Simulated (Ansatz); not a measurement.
A nudged elastic band was laid between two geometries of ClH2InO2 + H3P (10 atoms, charge 0, multiplicity 1).

Computed with Ansatz, RKS revPBE-D4/def2-SVP.

| Quantity | Value |
| --- | --- |
| movable images | 7 |
| climbing image | yes |
| spring | 5.0 eV/Å² |
| optimiser | quadratic models (default) |
| start path | through a guess of the saddle point |
| force threshold | 0.05 eV/Å |
| iteration limit | 60 |
| end points | relaxed |

Initial state:

```xyz
10
Properties=species:S:1:pos:R:3
In 0.125 -0.147 0.063
Cl -0.184 -1.257 2.158
O 2.000 0.084 -0.667
H 2.626 -0.261 0.003
O -1.497 0.333 -1.051
H -2.293 0.070 -0.544
P 0.230 2.972 1.224
H 1.316 2.337 0.514
H -0.771 2.488 0.302
H 0.057 1.868 2.138
```

Final state:

```xyz
10
Properties=species:S:1:pos:R:3
In 0.200 0.649 -0.097
Cl -0.186 -0.426 2.820
O 1.986 -0.243 -0.528
H 1.837 -1.085 -1.000
O -1.560 0.004 -0.904
H -1.446 -0.880 -1.306
P 0.198 2.797 1.249
H 1.406 3.299 0.647
H -0.683 3.491 0.347
H -0.142 0.883 2.911
```

(1) Which bonds break or form, and what moves?

(2) Give the energies along the band, and the barrier.

(3) What is the geometry of the highest image?

The band took 38 iterations and of the order of 20 core-minutes.

## Answers

(1) Bonds broken: In1–Cl2, P7–H10. Bonds formed: In1–P7, Cl2–H10. ClH2InO2 + H3P becomes ClH + H4InO2P.

(2) The run converged. The highest image is number 4 of 0 to 8, 0.96 eV above the first end and 0.41 eV above the last; the last end lies 0.56 eV above the first. The profile has 3 maxima (images 1, 4, 7) with wells between them (images 2, 6): this band takes more than one step, which may be the mechanism or a detour left from its start path. A vibrational analysis at the climbing image gives one clearly imaginary mode, 696i cm⁻¹: a first-order saddle point. The orbitals stay closed-shell, which can raise the energy where a bond breaks towards radicals; this wasn't checked here.

| image | path coordinate (Å) | energy (eV) | In1–Cl2 (Å) | P7–H10 (Å) | In1–P7 (Å) |
| --- | --- | --- | --- | --- | --- |
| 0 | 0.00 | 0.00 | 2.39 | 1.44 | 3.33 |
| 1 | 0.97 | 0.08 | 2.39 | 1.44 | 3.23 |
| 2 | 1.94 | 0.02 | 2.38 | 1.44 | 3.32 |
| 3 | 2.91 | 0.14 | 2.41 | 1.45 | 3.27 |
| 4 | 3.87 | 0.96 | 2.66 | 1.72 | 2.74 |
| 5 | 4.67 | 0.57 | 3.02 | 2.25 | 2.55 |
| 6 | 5.48 | 0.55 | 3.17 | 2.62 | 2.54 |
| 7 | 6.28 | 0.57 | 3.10 | 2.56 | 2.54 |
| 8 | 7.09 | 0.56 | 3.13 | 2.56 | 2.53 |

(3) 
```xyz
10
Properties=species:S:1:pos:R:3
In 0.242 0.389 0.002
Cl -0.544 -0.438 2.409
O 2.225 0.072 -0.295
H 2.331 -0.723 -0.856
O -1.247 -0.109 -1.293
H -2.022 -0.384 -0.762
P 0.116 2.681 1.496
H 1.436 2.770 0.944
H -0.648 3.101 0.357
H -0.279 1.131 2.140
```

Time of the run: 5.5 min on 4 threads of Arm Neoverse V1 (shared host), peak memory 0.18 GiB.
